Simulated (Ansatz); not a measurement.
Computed with Ansatz on PBE0-D4/def2-TZVP structures; ΔE is electronic, products minus reactants. CBS: MP2 limit from def2 TZ/QZ plus the TZ coupled-cluster correction, frozen cores. This one scheme is used for every species. Functionals use def2-TZVPP. B3LYP here is the variant with VWN-RPA as its local correlation; programs differ in this. One conformer a species, not always the lowest.

Reaction (formal hydrolysis of a C–Si bond): `O[SiH2]OC[SiH3]` + H₂O → `OCO[SiH2]O` + SiH₄

```tsv
level	ΔE (kJ/mol)	difference from CCSD(T)/CBS
PBE-D4	16.8	-6.1
r2SCAN-D4	13.4	-9.5
PBE0-D4	17.1	-5.8
B3LYP-D4	15.7	-7.2
ωB97X-V	10.3	-12.6
ωB97M-V	14.6	-8.3
B2PLYP	13.2	-9.7
PBE	13.7	-9.2
r2SCAN	12.4	-10.5
PBE0	14.1	-8.8
B3LYP	10.8	-12.1
HF/def2-TZVPP	1.2	-21.7
MP2/def2-TZVPP	19.9	-3.0
SCS-MP2/def2-TZVPP	14.7	-8.2
CCSD/def2-TZVPP	13.8	-9.1
CCSD(T)/def2-TZVPP	14.3	-8.6
HF/def2-QZVPP	3.0	-19.9
MP2/def2-QZVPP	25.5	2.6
SCS-MP2/def2-QZVPP	20.2	-2.7
HF/CBS(def2)	3.2	-19.7
MP2/CBS(def2)	28.5	5.6
CCSD/CBS(def2)	22.4	-0.5
CCSD(T)/CBS	22.9	0
```

Largest T1 diagnostic among the species: 0.012.

The D4 term adds +5.0 kJ/mol with B3LYP and +3.0 kJ/mol with PBE0; it sums over pairs of atoms, weighted by their polarisabilities, and B3LYP, whose exchange is more repulsive, gets the larger term. In def2-TZVPP, CCSD(T) changes the Hartree–Fock value by +13.1 kJ/mol (the triples alone add +0.4 kJ/mol) and MP2 by +18.7 kJ/mol.
